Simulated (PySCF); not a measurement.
C5H8NO: g tensor and hyperfine couplings

Compound: C5H8NO (doublet state).
Geometry (GFN2-xTB, Å), atoms numbered from 1 in this order:
```xyz
15
C5H8NO angstrom
N     -2.0452   -0.0157    0.2849
C     -0.7740    0.0485   -0.4367
C      0.0646    1.1943   -0.0109
C      1.4404    0.8023    0.3391
C      1.4877   -0.6985    0.1317
O      2.4740   -1.3831    0.1762
C      0.0830   -1.1896   -0.1338
H     -2.6709   -0.6814   -0.1562
H     -2.5005    0.8901    0.2863
H     -0.9542    0.1143   -1.5337
H     -0.3068    2.1986    0.0532
H      2.2092    1.2968   -0.2682
H      1.7008    1.0293    1.3819
H     -0.2845   -1.6549    0.7841
H      0.0721   -1.9430   -0.9200
```

The hyperfine couplings belong to this conformer and change with its torsions.

Identity: `N[C@H]1[CH]CC(=O)C1` [radical].

Method used: UKS B3LYP, pcH-1 on C H N O, non-relativistic, mean-field spin-orbit, GIAO in PySCF 2.14.0. The structure is a single GFN2-xTB conformer in the gas phase; no vibrational or solvent corrections. The geometry wasn't refined by DFT: couplings that depend on bond lengths, twists or pyramidal angles can differ widely from those at the functional's own minimum. The SCF solution wasn't tested for stability.

| Property | Result |
| --- | --- |
| g1, g2, g3 | 2.00216, 2.00262, 2.00281 |
| g_iso | 2.00253 |
| Form of g | rhombic: the two nearest values differ by 29 % of g3 − g1 |
| ⟨S²⟩ | 0.7541 (exact 0.7500) |
| α and β electrons | 27, 26 |
| HOMO–LUMO gap, α and β orbitals | 4.94, 4.79 eV |

Hyperfine couplings atom by atom, in G; T1 to T3 are the principal values of the dipolar part; ρ(0) is the spin density at the nucleus (MHz turned into gauss with g_iso; 10 G = 1 mT):

```json
{"atom": "N1", "isotope": "14N", "a_iso": "6.0", "T1": "-0.5", "T2": "-0.4", "T3": "1.0", "Mulliken spin population": "0.02", "ρ(0) (bohr⁻³)": "0.0516"}
{"atom": "C2", "isotope": "13C", "a_iso": "-11.7", "T1": "-0.5", "T2": "-0.3", "T3": "0.8", "Mulliken spin population": "-0.07", "ρ(0) (bohr⁻³)": "-0.0291"}
{"atom": "C3", "isotope": "13C", "a_iso": "31.5", "T1": "-28.9", "T2": "-28.8", "T3": "57.7", "Mulliken spin population": "1.02", "ρ(0) (bohr⁻³)": "0.0785"}
{"atom": "C4", "isotope": "13C", "a_iso": "-12.7", "T1": "-0.9", "T2": "0.3", "T3": "0.6", "Mulliken spin population": "-0.09", "ρ(0) (bohr⁻³)": "-0.0318"}
{"atom": "C5", "isotope": "13C", "a_iso": "0.1", "T1": "-0.4", "T2": "-0.2", "T3": "0.6", "Mulliken spin population": "0.00", "ρ(0) (bohr⁻³)": "0.0002"}
{"atom": "O6", "isotope": "17O", "a_iso": "0.2", "T1": "-0.3", "T2": "-0.1", "T3": "0.4", "Mulliken spin population": "0.00", "ρ(0) (bohr⁻³)": "-0.0007"}
{"atom": "C7", "isotope": "13C", "a_iso": "2.4", "T1": "-0.4", "T2": "-0.3", "T3": "0.7", "Mulliken spin population": "0.00", "ρ(0) (bohr⁻³)": "0.0059"}
{"atom": "H8", "isotope": "1H", "a_iso": "2.3", "T1": "-1.1", "T2": "-0.6", "T3": "1.7", "Mulliken spin population": "0.01", "ρ(0) (bohr⁻³)": "0.0015"}
{"atom": "H9", "isotope": "1H", "a_iso": "-0.9", "T1": "-1.7", "T2": "-0.9", "T3": "2.5", "Mulliken spin population": "0.00", "ρ(0) (bohr⁻³)": "-0.0005"}
{"atom": "H10", "isotope": "1H", "a_iso": "43.4", "T1": "-2.2", "T2": "-1.1", "T3": "3.3", "Mulliken spin population": "0.05", "ρ(0) (bohr⁻³)": "0.0272"}
{"atom": "H11", "isotope": "1H", "a_iso": "-22.4", "T1": "-13.7", "T2": "-0.1", "T3": "13.9", "Mulliken spin population": "-0.04", "ρ(0) (bohr⁻³)": "-0.0141"}
{"atom": "H12", "isotope": "1H", "a_iso": "43.7", "T1": "-1.8", "T2": "-1.4", "T3": "3.2", "Mulliken spin population": "0.05", "ρ(0) (bohr⁻³)": "0.0274"}
{"atom": "H13", "isotope": "1H", "a_iso": "47.3", "T1": "-1.9", "T2": "-1.3", "T3": "3.1", "Mulliken spin population": "0.05", "ρ(0) (bohr⁻³)": "0.0297"}
{"atom": "H14", "isotope": "1H", "a_iso": "-0.8", "T1": "-0.9", "T2": "-0.8", "T3": "1.7", "Mulliken spin population": "0.00", "ρ(0) (bohr⁻³)": "-0.0005"}
{"atom": "H15", "isotope": "1H", "a_iso": "-0.6", "T1": "-0.7", "T2": "-0.6", "T3": "1.3", "Mulliken spin population": "0.00", "ρ(0) (bohr⁻³)": "-0.0004"}
```

The largest Mulliken spin populations are on C3 (+1.02), C4 (-0.09) and C2 (-0.07). C3 is the only atom above +0.15. The angles at C3 add up to 360.0°, so it is planar; its axial dipolar tensor and the negative coupling of its proton fit spin in a p orbital normal to that plane.

Axes: g3 points within 3° of the C2–C3 bond.

Under fast tumbling the dipolar parts average out, and these isotropic splittings remain (the largest six): 1 × 1H (H13, I = 1/2, 2 lines) with 4.73 mT, 1 × 1H (H12, I = 1/2, 2 lines) with 4.37 mT, 1 × 1H (H10, I = 1/2, 2 lines) with 4.34 mT, 1 × 1H (H11, I = 1/2, 2 lines) with 2.24 mT, 1 × 14N (N1, I = 1, 3 lines) with 0.60 mT and 1 × 1H (H14, I = 1/2, 2 lines) with 0.08 mT.

Class means assume fast exchange of nuclei equivalent by connectivity; if that motion is slow, each nucleus keeps its own coupling. The 1H value of +2.1 MHz is a mean of couplings from -2.5 to 6.6 MHz in this one geometry, not an average over conformers.

The 13C coupling of C3 (88.3 MHz) shows only in satellite lines or after enrichment, since that isotope makes up about 1.07 % of natural carbon.
